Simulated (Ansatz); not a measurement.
Consider the formal hydrolysis of the Sn–C bond: `C[O][Sn]([F])([F])[c]1ccccc1` + H₂O → `C[O][Sn]([OH])([F])[F]` + `c1ccccc1`.

Calculated with Ansatz (gas phase, PBE0-D4/def2-TZVP geometries, no zero-point term in ΔE). CBS: MP2 limit from def2 TZ/QZ plus the TZ coupled-cluster correction, frozen cores. This one scheme is used for every species. DFT in def2-TZVPP. def2 core potentials past Kr. For Sn outer-core shells are correlated without core-valence functions, which leaves a few kJ/mol of doubt a bond. One conformer a species, not always the lowest.

Q: Is it downhill or uphill in electronic energy at CCSD(T)/CBS, and by how much? (Best estimate.)

A: Ansatz gave: Downhill: ΔE = -9.6 kJ/mol.

Q: What do these levels give: LDA (SPW92), PBE-D4, revPBE-D4, r2SCAN-D4, ωB97X-V, PBE-QIDH, PBE, r2SCAN0, LC-ωPBE, CCSD(T)/def2-SVP, CCSD(T)/def2-TZVPP, HF/CBS(def2)? (An estimate is asked.)

A: Ansatz gave: LDA (SPW92) -8.3, PBE-D4 -10.5, revPBE-D4 -10.1, r2SCAN-D4 -18.3, ωB97X-V -17.8, PBE-QIDH -11.7, PBE -18.3, r2SCAN0 -18.2, LC-ωPBE -21.0, CCSD(T)/def2-SVP -10.2, CCSD(T)/def2-TZVPP -7.9, HF/CBS(def2) -36.2 kJ/mol.

Largest T1 diagnostic among the species: 0.015.

In def2-TZVPP, CCSD(T) changes the Hartree–Fock value by +25.9 kJ/mol (the triples alone add +3.2 kJ/mol) and MP2 by +31.2 kJ/mol. Leaving LDA and LC-ωPBE aside and taking each functional with its dispersion term where it has one, the values, not all of them listed here, spread over 16.5 kJ/mol, from B97M-V to PBE0-D4. LDA lies +10.0 kJ/mol from PBE without D4. The D4 term adds +12.1 kJ/mol with B3LYP and +7.4 kJ/mol with PBE0; it sums over pairs of atoms, weighted by their polarisabilities, and B3LYP, whose exchange is more repulsive, gets the larger term.

B3LYP here is the variant with VWN-RPA as its local correlation; programs differ in this.
